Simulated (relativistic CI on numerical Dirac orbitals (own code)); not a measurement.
## Magnetism of Rh⁵⁺, 4d4, in a crystal field

Calculated by Dirac-Coulomb-Breit CI, separate exchange-only KLI orbitals for each configuration, model QED (radiative potential, 1s self-energy scaled to tabulated hydrogen-like ionisation energies), valence Slater integrals scaled by 0.9, one configuration in a parametric crystal field (own radial code). With so little scaling, terms lie 10 to 35 % too far apart, which can change the order of excited levels.

Field parameters in Wybourne normalisation: Oh B⁴₀ = 21Dq, B⁴₄ = √(5/14) B⁴₀. The field is a parameter set, without covalency.

S is read from ⟨S²⟩ = S(S + 1).

Powder χT (cm³ K mol⁻¹) by Van Vleck's formula, with temperature-independent terms:

```csv
Field,2 K,5 K,10 K,20 K,50 K,100 K,200 K,300 K
"Oh, 10Dq = 8500 cm⁻¹",0.0136,0.0339,0.0679,0.136,0.339,0.677,1.25,1.63
"Oh, 10Dq = 15350 cm⁻¹",0.0133,0.0332,0.0664,0.133,0.332,0.663,1.27,1.7
"Oh, 10Dq = 22150 cm⁻¹",0.00564,0.0141,0.0282,0.0564,0.141,0.282,0.564,0.838
"Oh, 10Dq = 28950 cm⁻¹",0.00457,0.0114,0.0228,0.0457,0.114,0.228,0.456,0.681
"Oh, 10Dq = 35800 cm⁻¹",0.0048,0.012,0.024,0.048,0.12,0.24,0.48,0.715
"Oh, 10Dq = 42600 cm⁻¹",0.00501,0.0125,0.025,0.0501,0.125,0.25,0.501,0.745
```

Question: For Oh, 10Dq = 22150 cm⁻¹: what effective moment follows at 300 K?

Answer: μ_eff = √(8χT) = 2.59 μB. The ground level has S = 1.47; the spin-only moment for S = 1 is 2.83 μB. The difference comes from the orbital moment, spin-orbit mixing of terms and temperature-independent paramagnetism, all larger in this ionic model than in covalent complexes. The ground level is a non-magnetic singlet, so χT starts at zero and rises through temperature-independent paramagnetism and the filling of excited levels.
